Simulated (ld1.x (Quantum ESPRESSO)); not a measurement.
# Sb: one change to an ultrasoft potential, before and after

antimony (Sb), ultrasoft, made with ld1.x (Quantum ESPRESSO) 7.5 (PBE, scalar-relativistic). Core [Kr], reference 4d10 5s2 5p3. Waves: 5s (bound): rcut 1.80, rcutus 2.10 bohr; 5s channel at 0.05 Ry: rcut 1.80, rcutus 2.10 bohr; 5p (bound): rcut 1.70, rcutus 2.05 bohr; 5p channel at 0.1 Ry: rcut 1.70, rcutus 2.05 bohr; 4d (bound): rcut 0.65, rcutus 0.90 bohr; 4d channel at -1.6 Ry: rcut 0.65, rcutus 0.90 bohr. Local part: all-electron potential smoothed inside 1.10 bohr (lloc = -1). Core correction: Bessel-smoothed model core, default radius (core density twice the valence density). Augmentation charge: PSQ, inside the norm-conserving radii.

Change: waves 5p (bound): rcut 1.70, rcutus 1.80 bohr; 5p channel at 0.1 Ry: rcut 1.70, rcutus 1.80 bohr.

Cutoffs: the cutoffs (Ry, on a coarse ladder) from which the occupation-weighted sum of valence levels, in a spherical-Bessel basis at the reference potential, stays within 10 and 1 mRy of its value at 400 Ry; they do not see the model core or the augmentation charge, which bear on the density cutoff. Errors are all-electron minus pseudo energies relative to the spin-unpolarised reference configuration.

Problem. What does the change do?

Solution. The potential gets neither clearly harder nor softer (140 Ry and 260 Ry → 140 Ry and 260 Ry); both files keep a bound ghost (p, s); of the 7 tests that both files solve, the error grows in 5 and shrinks in 0 by more than 15 % and 0.3 meV (median size 14.8 → 21.1 meV). That the errors move this way runs against the usual rule that smaller radii transfer better.

| quantity | base | changed |
| --- | --- | --- |
| cutoff, loose | 140 Ry | 140 Ry |
| cutoff, tight | 260 Ry | 260 Ry |
| loose cutoff by channel (10 mRy a level) | s 6 Ry, p 6 Ry, d 110 Ry | s 6 Ry, p 15 Ry, d 110 Ry |
| bound ghosts | s, p | s, p |
| error for 4d10 5s2 5p2, meV [ΔE 8.32 eV] | -3.2 | -4.0 |
| error for 4d10 5s2 5p1, meV [ΔE 24.28 eV] | -15 | -21 |
| error for 4d10 5s2 5p0, meV [ΔE 48.70 eV] | -47 | -68 |
| error for 4d10 5s2 5p2.5, meV [ΔE 3.26 eV] | -0.9 | -1.1 |
| error for 4d10 5s1 5p0, meV [ΔE 92.99 eV] | -75 | -98 |
| error for 4d9 5s2 5p4, meV [ΔE 31.12 eV] | -95 | -98 |
| error for 4d10 5s1 5p3, meV [ΔE 17.05 eV] | -5.8 | -6.7 |
| s: phases at 2.31 bohr within 0.05 rad from the reference energy up to (Ry; the scan ends near 5) | 4.7 | 4.7 |
| p: phases at 2.31 bohr within 0.05 rad from the reference energy up to (Ry; the scan ends near 5) | to the end of the scan | to the end of the scan |
| d: phases at 2.31 bohr within 0.05 rad from the reference energy up to (Ry; the scan ends near 5) | to the end of the scan | to the end of the scan |
| lowest overlap eigenvalue by channel | s 0.10, p 0.46, d 0.90 | s 0.10, p 0.65, d 0.90 |

 A true bound ghost makes a file unfit for plane-wave use even where its test errors are small: the radial tests pick states by their node count and pass the ghost by.
